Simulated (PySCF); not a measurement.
**Ionisation energy of Nb⁺ by level of theory**

Nb⁺ [Kr] 4d4 (5D) → Nb²⁺ [Kr] 4d3 (4F), as a difference of total energies. Calculation: PySCF 2.14, in x2c-TZVPPall with one added diffuse shell each of s, p, d, f type (9s7p7d3f1g, 95 functions); the spin-free X2C one-electron Hamiltonian (Gaussian nucleus). Correlated levels: valence: [Kr] frozen. The calculations carry no spin-orbit coupling.

```tsv
method	ionisation energy (eV)
UHF	13.068
MP2 (valence)	13.610
SCS-MP2 (valence)	13.249
CCSD (valence)	13.686
CCSD(T) (valence)	13.701
```

How much does correlation contribute at CCSD(T) (valence)?

13.701 − (13.068) = 0.633 eV, measured against UHF.

A first-order spin-orbit estimate (lowest level to lowest level, LS coupling) adds -0.052 eV.

Errors of the correlated levels include the incompleteness of this basis and the frozen core.

For comparison: 14.32 eV (semi-empirical (NIST evaluation); NIST Atomic Spectra Database, ionization energies).
